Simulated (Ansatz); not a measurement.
C2H8Ge⁺, that is GeEtH3 with one electron fewer, relaxed as a doublet with UKS B3LYP-D4/def2-SVP in Ansatz, starting from the B3LYP-D4/def2-SVP geometry of the neutral singlet. Force threshold 0.02 eV/Å.

Start:

```xyz
11

Ge   -1.0602    1.0705   -0.2400
C     0.1307   -0.1908    0.7046
C     1.0317   -1.0009   -0.2331
H    -0.5054   -0.8587    1.3095
H     0.7338    0.3948    1.4187
H     1.6861   -1.6889    0.3280
H     0.4407   -1.6107   -0.9363
H     1.6839   -0.3473   -0.8360
H    -1.9279    0.3078   -1.2677
H    -0.2214    2.1235   -1.0004
H    -1.9920    1.8008    0.7527
```

```tsv
step	energy (eV)	largest force component (eV/Å)	SCF passes
1	-58705.2428	5.280	42
2	-58705.9812	2.282	32
3	-58706.1761	0.374	30
4 (rejected)	-58706.1009	0.950	31
5	-58706.1941	0.078	28
6 (rejected)	-58706.1932	0.243	28
7	-58706.1956	0.016	26
```

Force components are those of the run's own axes.

End:

```xyz
11

Ge   -1.196    1.212   -0.341
C     0.215   -0.285    0.745
C     1.030   -0.991   -0.255
H    -0.616   -0.822    1.228
H     0.685    0.501    1.354
H     1.684   -1.685    0.336
H     0.453   -1.642   -0.930
H     1.725   -0.343   -0.811
H    -1.930    0.216   -1.239
H    -0.128    2.099   -0.983
H    -1.922    1.739    0.896
```

By distances, no bond broke or formed. The bond that changes most is Ge1–C2, from 1.98 to 2.33 Å (atoms count from 1).

No frequencies were taken in this run, so the end may be a saddle point.

Run time 31 s (4 threads of Intel Xeon on a shared host).
